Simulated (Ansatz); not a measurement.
Basis sets compared for Si₁₈NH₂₈⁺, a doped nanocrystal cut from the lattice of silicon (N on a surface site). Charge 1, multiplicity 1. Geometry PBE-D4/def2-SVP. Ansatz on 4 threads of AMD EPYC 7R13 on a shared host and a share (37 GiB) of an NVIDIA H100 80GB HBM3; times are rough, and most runs start from earlier orbitals.

```xyz
47

N     0.8445   -2.6817    3.0311
Si   -0.8031    0.2678    2.1211
Si    0.0589    4.2673   -1.3162
Si   -2.4592   -3.0333    1.8561
Si   -1.6163    0.8354   -1.5681
Si    2.0830    1.2065   -0.2290
Si    0.3594   -2.2191   -0.4029
Si    1.2668    1.6849   -3.9374
Si   -2.8990   -0.7726    2.3493
Si    0.7007   -0.8502    3.5371
Si   -0.7330   -3.7037    3.3116
Si   -1.9699    3.1016   -1.0439
Si    1.6473    3.4734    0.2313
Si    0.0269    0.0808   -0.0673
Si    0.8715    3.9688   -3.5086
Si   -1.6654   -3.4116   -0.3290
Si   -0.7369    0.4658   -3.7188
Si    1.7037   -2.9957    1.3596
Si    2.8693    0.8610   -2.4206
H    -0.7865    1.6898    2.6210
H    -0.1840    5.7334   -1.0537
H    -3.5949   -3.9499    2.2361
H    -2.8515    0.0014   -1.3157
H     1.5152   -3.0705    3.7231
H     3.0057    0.5929    0.8007
H     1.1749   -2.5064   -1.6378
H     1.7918    1.5093   -5.3413
H    -3.4058   -0.6692    3.7628
H    -3.8934   -0.1940    1.3817
H     0.2988   -0.9625    4.9805
H     2.1223   -0.3779    3.4366
H    -1.0155   -3.4674    4.7674
H    -0.2481   -5.1093    3.1011
H    -2.4390    3.1773    0.3888
H    -3.0386    3.6705   -1.9396
H     1.1204    3.5849    1.6407
H     2.9304    4.2557    0.1256
H    -0.1424    4.4926   -4.4919
H     2.1609    4.7317   -3.6660
H    -2.6341   -2.8877   -1.3521
H    -1.4342   -4.8869   -0.5176
H    -1.7392    0.8919   -4.7589
H    -0.4778   -1.0142   -3.8645
H     3.0029   -2.2616    1.5245
H     1.9425   -4.4782    1.4121
H     4.1836    1.5767   -2.5936
H     3.0864   -0.6179   -2.6255
```

Single mean-field runs in def2-SVP, def2-TZVP are fitted with def2-universal-jkfit.

| level | functions | energy (Eh) | HOMO (eV) | LUMO (eV) | wall time |
| --- | --- | --- | --- | --- | --- |
| PBE-D4/def2-SVP | 478 | -5278.0988 | -9.02 | -5.76 | 9 s |
| PBE0-D4/def2-SVP | 478 | -5278.6419 | -10.03 | -5.04 | 10 s |

Problem. Estimate the rows for PBE-D4/def2-TZVP (with forces), PBE0-D4/def2-TZVP.

Solution. 
```
                         level  functions  energy (Eh)  HOMO (eV)  LUMO (eV)  wall time
PBE-D4/def2-TZVP (with forces)        865   -5279.9637      -9.00      -5.87       11 s
             PBE0-D4/def2-TZVP        865   -5280.4883      -9.98      -5.12       13 s
```
